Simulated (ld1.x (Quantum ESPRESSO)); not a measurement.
## W PAW: all-electron and pseudo phase curves

* Element: tungsten
* Generator: ld1.x (Quantum ESPRESSO) 7.5
* Type: PAW
* Functional: PBEsol
* Relativity: scalar-relativistic
* Frozen core: [Kr] 4d10 4f14
* Valence charge: 14
* Reference configuration: 5s2 5p6 5d5 6s1 6p0
* Partial waves: 5s (bound): rcut 1.45, rcutus 1.55 bohr; 6s (bound): rcut 1.45, rcutus 1.55 bohr; 5p (bound): rcut 1.65, rcutus 1.95 bohr; 6p (bound, empty): rcut 1.65, rcutus 1.95 bohr; 5d (bound): rcut 1.40, rcutus 1.75 bohr; 5d channel at 0.15 Ry: rcut 1.40, rcutus 1.75 bohr
* Local potential: all-electron potential smoothed inside 1.40 bohr (lloc = -2)
* Core correction: a·sin(br)/r model core, default radius (core density twice the valence density)
* Augmentation charge: PSQ, inside the norm-conserving radii

The phase is arctan(r·u′/u) with u = r·R(r), unwrapped; energies in Ry, scanned from -8 to 5 Ry. A pole is an energy at which the radial function vanishes at the test radius. The pseudo phase is shifted by a multiple of π to meet the all-electron one at the reference energy, and phase errors are pseudo minus all-electron; the curves can meet again beyond the range given. Levels narrower than the energy grid can be missing from the lists of poles.

Q: For each channel, where are the poles, and over which energies does the pseudopotential scatter like the atom?

A:

```tsv
channel	radius (bohr)	reference energy (Ry)	poles, all-electron	poles, pseudo	unbroken range about the reference energy with phases within 0.05 rad	phase error 1 Ry above the reference energy (rad)
s	2.15	-0.38	-5.51	-5.51	the whole range	-0.005
p	2.15	-0.08	-2.61	-2.61	below 2.4	+0.001
d	2.15	-0.25	1.31	1.31	the whole range	-0.000
```

Phases in the p channel:

```csv
E (Ry),all-electron,pseudo
-8.00,1.385,1.386
-7.52,1.377,1.378
-7.04,1.367,1.368
-6.56,1.355,1.356
-6.08,1.341,1.342
-5.60,1.322,1.323
-5.12,1.295,1.296
-4.64,1.252,1.253
-4.16,1.169,1.170
-3.68,0.899,0.900
-3.20,-0.895,-0.895
-2.72,-1.528,-1.528
-2.24,-1.659,-1.659
-1.76,-1.724,-1.724
-1.28,-1.771,-1.771
-0.80,-1.815,-1.815
-0.32,-1.863,-1.863
0.16,-1.920,-1.920
0.64,-1.998,-1.998
1.12,-2.114,-2.112
1.60,-2.308,-2.300
2.08,-2.664,-2.639
2.56,-3.256,-3.198
3.04,-3.825,-3.762
3.52,-4.156,-4.106
4.00,-4.336,-4.296
4.48,-4.443,-4.409
4.96,-4.514,-4.483
```
